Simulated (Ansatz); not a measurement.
Compare A (`B[SiH2]C=O`) with its isomer B (`B1CO[SiH2]1`).

Computed with Ansatz on PBE0-D4/def2-TZVP structures; ΔE is electronic, products minus reactants. CCSD(T)/CBS adds triple-zeta CCSD(T) − MP2 to the extrapolated MP2 energy (def2 sets, frozen cores). DFT in def2-TZVPP. B3LYP here is the variant with VWN-RPA as its local correlation; programs differ in this. Each species was taken in one conformer, which may not be the lowest.

A:

Z-matrix (Å, degrees):
```
Si
C 1 1.933
B 1 2.006 2 108.4
H 1 1.495 2 105.6 3 -113.6
H 1 1.484 2 108.9 3 128.2
O 2 1.202 1 123.6 3 -114.1
H 2 1.118 1 116.8 3 64.9
H 3 1.196 1 119.1 2 -45.0
H 3 1.194 1 123.0 2 135.5
```

B:

Z-matrix (Å, degrees):
```
C
O 1 1.451
Si 1 2.352 2 45.2
B 1 1.572 2 102.7 3 0.0
H 1 1.100 2 110.5 3 121.5
H 1 1.100 2 110.5 3 -121.5
H 3 1.491 1 125.6 2 -81.8
H 3 1.491 1 125.6 2 81.8
H 4 1.190 1 130.0 2 180.0
```

(1) Which is lower in electronic energy at CCSD(T)/CBS, and by how much? (Best estimate.)

(2) Give E(B) − E(A) in kcal/mol with B3LYP-D4, B2PLYP, LDA (SPW92), ωB97M-V, BLYP-D4, B3LYP, CCSD/def2-TZVPP. (Estimate.)

(3) Does the order hold for the free energy at 298.15 K (harmonic terms from PBE0-D4)? (An estimate is asked.)

Largest T1 diagnostic: 0.016.

Results:

(1) Ansatz gave: B, by 25.0 kcal/mol.

(2) Computed: B3LYP-D4 -21.5, B2PLYP -22.7, LDA (SPW92) -30.6, ωB97M-V -25.8, BLYP-D4 -17.7, B3LYP -21.0, CCSD/def2-TZVPP -23.9. None reverses the order clearly.

(3) Computed: Yes: G(B) − G(A) = -20.2 kcal/mol, for one conformer each. Modes under 60 cm⁻¹, often nearly free rotors, make the harmonic entropy too high.

Leaving LDA and LC-ωPBE aside and taking each functional with its dispersion term where it has one, the values, not all of them listed here, spread over 10.1 kcal/mol, from PBE-QIDH to BLYP-D4. LDA lies −8.8 kcal/mol from PBE without D4. From BLYP to BHLYP (50 % exact exchange), in def2-TZVPP and without D4, E(B) − E(A) moves by −7.4 kcal/mol.
